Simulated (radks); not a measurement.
Task: Isoelectronic series with 10 electrons, all held in the configuration [Ne], which need not be the ground one along the series. Calculated with a radial shooting solver on a logarithmic mesh with Libxc functionals: scalar-relativistic Kohn-Sham, SCAN, spin-unpolarised, spherical densities, finite nucleus; meta-GGA in the generalised Kohn-Sham scheme; Fermi nuclear charge, rms radius of each element as measured or else 0.836 A^(1/3) + 0.57 fm. Total energies (hartree) and mean radii <r> (bohr):

ion,E (hartree),2p,2s,1s
Ne,-129.10054,0.9731,0.8946,0.1579
Mg2+,-199.57440,0.6809,0.6926,0.1306
Al3+,-240.88619,0.5954,0.6209,0.1202
Si4+,-286.24757,0.5297,0.5624,0.1113
P5+,-335.66263,0.4774,0.5139,0.1036
S6+,-389.13625,0.4347,0.4729,0.09686
Cl7+,-446.67535,0.3992,0.4380,0.09095
Ar8+,-508.28792,0.3690,0.4078,0.08571
K9+,-573.98248,0.3432,0.3814,0.08102
Ca10+,-643.76809,0.3207,0.3582,0.07681
Sc11+,-717.65491,0.3010,0.3376,0.07301
Ti12+,-795.65400,0.2836,0.3193,0.06956
Cr14+,-964.03543,0.2542,0.2878,0.06352
Mn15+,-1054.44283,0.2417,0.2743,0.06087
Fe16+,-1149.01266,0.2303,0.2619,0.05843
Co17+,-1247.75913,0.2200,0.2506,0.05616
Ni18+,-1350.69746,0.2105,0.2402,0.05406
Cu19+,-1457.84283,0.2018,0.2306,0.05211
Zn20+,-1569.21213,0.1938,0.2217,0.05028
Ga21+,-1684.82228,0.1863,0.2135,0.04858

Estimate the row of V13+.

Result: E (hartree) -877.77680; 2p 0.2681; 2s 0.3028; 1s 0.06641.
